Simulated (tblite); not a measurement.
Compound: C₆H₁₂BF.
Atom-mapped SMILES: `[CH3:1][C:2]([CH3:3])=[CH:4][C@H:5]([CH3:6])[BH:7][F:8]` (hydrogens: H9, H10, H11 on C1; H12, H13, H14 on C3; H15 on C4; H16 on C5; H17, H18, H19 on C6; H20 on B7)

Computed with GFN2-xTB (tblite), gas phase: L-BFGS steps from a force-field or distance-geometry start until the largest atomic force falls under 0.01 eV/Å.

The end geometry, which sets the zero of energy:
```
atom  x, y, z in Å
C1     -1.6173   -0.8605   -0.9652
C2     -1.1508    0.2597   -0.0870
C3     -2.2130    1.2718    0.2318
C4      0.0824    0.3828    0.3978
C5      1.2557   -0.5522    0.1886
C6      2.1889   -0.5147    1.3990
B7      1.8078    0.0791   -1.1512
F8      1.3826   -0.3936   -2.3084
H9     -0.8249   -1.5668   -1.1868
H10    -2.4428   -1.3905   -0.4891
H11    -1.9842   -0.4569   -1.9085
H12    -1.8359    2.0497    0.8903
H13    -2.5759    1.7369   -0.6846
H14    -3.0625    0.7874    0.7126
H15     0.3184    1.2502    1.0007
H16     0.8894   -1.5729    0.0598
H17     2.5875    0.4864    1.5442
H18     1.6563   -0.8099    2.3011
H19     3.0242   -1.1956    1.2526
H20     2.5089    1.0201   -1.2008
```

Question: These geometries come from the run, each turned onto the end geometry. Order them by energy, lowest first.
A.
```
atom  x, y, z in Å
C1     -1.6834   -0.9416   -0.8388
C2     -1.1974    0.2564   -0.0793
C3     -2.2815    1.2309    0.2864
C4      0.0635    0.4888    0.2632
C5      1.2707   -0.3897    0.0463
C6      2.0559   -0.4834    1.3615
B7      2.1356    0.0972   -1.1915
F8      1.5414    0.2731   -2.3533
H9     -0.8820   -1.6325   -1.0837
H10    -2.4382   -1.4733   -0.2592
H11    -2.1493   -0.6199   -1.7697
H12    -1.8954    2.0228    0.9236
H13    -2.7101    1.6800   -0.6097
H14    -3.0833    0.7189    0.8179
H15     0.2938    1.4104    0.7839
H16     0.9137   -1.3971   -0.2008
H17     2.4696    0.4855    1.6334
H18     1.4014   -0.8125    2.1665
H19     2.8742   -1.1925    1.2681
H20     3.2958    0.2891   -1.1677
```
B.
```
atom  x, y, z in Å
C1     -1.6180   -0.8899   -0.9397
C2     -1.1519    0.2443   -0.0783
C3     -2.2010    1.2827    0.1978
C4      0.0770    0.3681    0.4196
C5      1.2559   -0.5578    0.2009
C6      2.2138   -0.5215    1.3912
B7      1.7644    0.1085   -1.1391
F8      1.2716   -0.3017   -2.2951
H9     -0.8259   -1.6025   -1.1425
H10    -2.4455   -1.4084   -0.4532
H11    -1.9813   -0.5081   -1.8939
H12    -1.8682    1.9972    0.9470
H13    -2.4249    1.8279   -0.7202
H14    -3.1255    0.8199    0.5406
H15     0.3022    1.2390    1.0216
H16     0.8980   -1.5804    0.0664
H17     2.6261    0.4766    1.5213
H18     1.7022   -0.8087    2.3081
H19     3.0404   -1.2109    1.2313
H20     2.4854    1.0362   -1.1870
```
C.
```
atom  x, y, z in Å
C1     -1.6124   -0.8828   -0.9378
C2     -1.1489    0.2543   -0.0775
C3     -2.2176    1.2739    0.1930
C4      0.0796    0.3896    0.4185
C5      1.2526   -0.5454    0.2057
C6      2.2148   -0.5248    1.3935
B7      1.7828    0.1019   -1.1361
F8      1.2307   -0.2553   -2.2822
H9     -0.8202   -1.5878   -1.1663
H10    -2.4253   -1.4167   -0.4432
H11    -2.0014   -0.4903   -1.8770
H12    -1.8977    2.0026    0.9343
H13    -2.4679    1.8028   -0.7294
H14    -3.1253    0.7838    0.5451
H15     0.3133    1.2683    1.0056
H16     0.8774   -1.5632    0.0843
H17     2.6427    0.4662    1.5291
H18     1.7076   -0.8133    2.3127
H19     3.0330   -1.2222    1.2202
H20     2.5770    0.9689   -1.1956
```
D.
```
atom  x, y, z in Å
C1     -1.6881   -1.1279   -0.3188
C2     -1.2081    0.2722   -0.0596
C3     -2.3236    1.2554    0.1549
C4      0.0660    0.6454   -0.0408
C5      1.2642   -0.2356   -0.2807
C6      1.7773   -0.7967    1.0676
B7      2.4940    0.4839   -0.9830
F8      2.5393    1.7902   -1.1166
H9     -0.9251   -1.8767   -0.1280
H10    -2.5461   -1.3415    0.3167
H11    -2.0147   -1.2206   -1.3551
H12    -1.9441    2.2657    0.2879
H13    -2.9978    1.2411   -0.7026
H14    -2.9086    0.9798    1.0336
H15     0.3045    1.6790    0.1733
H16     0.9652   -1.1018   -0.8796
H17     2.0876    0.0153    1.7199
H18     0.9883   -1.3544    1.5650
H19     2.6267   -1.4574    0.9066
H20     3.4381   -0.1048   -1.3639
```
E.
```
atom  x, y, z in Å
C1     -1.5487   -1.1340   -0.2302
C2     -1.1991    0.3123   -0.0194
C3     -2.3712    1.2350    0.1497
C4      0.0607    0.7351   -0.0413
C5      1.2462   -0.1625   -0.3064
C6      1.6827   -0.8931    0.9894
B7      2.5034    0.5645   -0.9446
F8      2.5728    1.8767   -0.9883
H9     -0.7179   -1.7746    0.0464
H10    -2.4146   -1.4077    0.3673
H11    -1.7917   -1.3226   -1.2767
H12    -2.0688    2.2737    0.0427
H13    -3.1317    1.0122   -0.6002
H14    -2.8278    1.1067    1.1324
H15     0.2954    1.7719    0.1537
H16     0.9329   -0.9401   -1.0128
H17     2.3112   -0.2538    1.6044
H18     0.8045   -1.1598    1.5723
H19     2.2346   -1.7996    0.7473
H20     3.4219   -0.0297   -1.3890
```

Answer: B (0.006 eV), C (0.011 eV), A (0.054 eV), D (0.101 eV), E (0.173 eV).

In the order of the answer:

```tsv
step	E above end (eV)	largest force (eV/Å)	rms force component (eV/Å)	rms distance from end (Å)	rms bond change (Å)	bond most changed (Å)
196	0.006	0.06	0.016	0.077	0.001	B7–F8 +0.002
188	0.011	0.07	0.022	0.081	0.001	B7–H20 +0.003
161	0.054	0.04	0.012	0.344	0.003	C4–C5 -0.006
66	0.101	0.04	0.018	0.993	0.006	C5–C6 +0.019
44	0.173	0.18	0.047	1.102	0.006	C5–C6 +0.021
```

The cost below is that of the whole relaxation. On Arm Neoverse V1, one thread, no GPU, shared host with 32 logical CPUs at a one-minute load of 26, this took 1.6 s of wall time.
